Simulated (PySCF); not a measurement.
# Electron correlation in Ba⁻ (barium, charge -1)

[Xe] 5d1 6s2, 2D determinant. Calculation: PySCF 2.14, in aug-cc-pwCVTZ-X2C with one added diffuse shell each of s, p, d, f type (12s11p9d5f, 125 functions); scalar relativity by spin-free X2C-1e. Frozen: [Kr] 4d10; 11 electrons correlated.

MP2 pair energies summed by pair of shells (mhartree):

| pair | energy | share (%) |
| --- | --- | --- |
| 5p-5p | -105.17 | 56.1 |
| 5p-6s | -31.44 | 16.8 |
| 5s-5p | -25.58 | 13.7 |
| 6s-6s | -17.50 | 9.3 |
| 5s-5s | -5.15 | 2.7 |
| 5s-6s | -1.66 | 0.9 |
| 5d-6s | -0.75 | 0.4 |
| 5p-5d | -0.09 | 0.0 |

Total MP2 correlation energy: -187.34 mhartree.

Same-spin part -50.25 and opposite-spin part -137.10 mhartree; SCS-MP2 scales them by 1/3 and 6/5 to -181.26 mhartree.

The Hartree-Fock reference does not bind the outermost electron (its level is positive or very diffuse), so these energies belong to a reference that the basis holds together.
